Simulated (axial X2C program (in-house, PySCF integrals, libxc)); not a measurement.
# What spin–orbit coupling does to MoTe⁺

Computed with an axial X2C code built on PySCF integrals. Spin-free means the one-electron spin-free X2C Hamiltonian; two-component (2c) means X2C with spin–orbit coupling and atomic mean-field two-electron Coulomb and Gaunt terms, so the difference of the two also holds small scalar two-electron terms. Basis: Te dyall-cv3z [11s12p8d4f1g], Mo dyall-cv3z [11s12p9d5f3g] (cores contracted in-house); Gaussian nuclei, density fitting, unrestricted open shells. Masses: Te 129.906 u, Mo 97.905 u.

Spin-free state: M_S = 3/2, Λ = 0 (beyond evenly filled blocks: σα, δ+α, δ-α); fragments Te + Mo+.

```
  level  Re (Å)  ωe (cm⁻¹)  De (eV)  μ (D)
   PBE0   2.494      224.4    2.627   4.55
     HF   2.876      124.5    1.110   4.47
   CCSD   2.551      197.2    2.016    n/a
CCSD(T)   2.520      212.9    2.176    n/a
   BLYP   2.452      266.1    3.434   4.06
```

Correlated methods: 11 electrons correlated (number of frozen shells: Te 4 s, 3 p, 2 d; Mo 4 s, 3 p, 1 d), 343 virtual spin orbitals or spinors in MP2, 90 natural virtuals in coupled cluster.

Dipoles are positive if Mo is the positive end and refer to the centre of mass.

Two-component determinant lowest at the distance of the search:

Ω = 3/2 (⟨Sz⟩ = 1.55, ⟨Lz⟩ = -0.05 at HF); fragments Te + Mo+.

```csv
level,Re (Å),ωe (cm⁻¹),De (eV),μ (D)
PBE0,2.497,222.3,2.402,4.51
HF,2.891,120.1,n/a,4.53
CCSD,2.558,193.0,1.758,n/a
CCSD(T),2.526,208.8,1.907,n/a
BLYP,2.455,263.6,3.136,4.01
```

Problem. From the two tables, how do the constants change at the CCSD(T) level (2c against spin-free)?

Solution. At the CCSD(T) level Re rises by 0.006 Å and ωe goes down by 4.1 cm⁻¹; De changes by -0.269 eV.

The state is one determinant whose occupation by symmetry is held fixed; it was picked as the lowest of a PBE0 search that is not exhaustive. Dissociation energies refer to the lowest single-determinant-based atoms at the same level and basis. De is not given where an atomic determinant may have missed its ground term or J level, or where the truncated virtual space spoils (T). Density functionals use the spin component along the axis (collinear). Coupled cluster ran in a truncated set of natural virtual spinors; the MP2 energy of the rest was added. (T) has no such correction and the atoms are truncated less, which lowers De at CCSD(T) by a hundredth of an eV or more. Without a current term, density functionals place determinants with orbital angular momentum somewhat too high. With several unpaired electrons one determinant need not be a pure state. This is the top spin component of a Σ state; components of lower Ω are not single determinants and can lie lower. The determinant is spin-polarised beyond a pure state at some levels (its spin-free form has ⟨S²⟩ too high), which makes Re and μ there less reliable. The T1 diagnostic is large, a sign of multireference character. With the outer-core shells frozen, correlated bond lengths of heavy atoms tend to come out a few hundredths of an ångström too long.
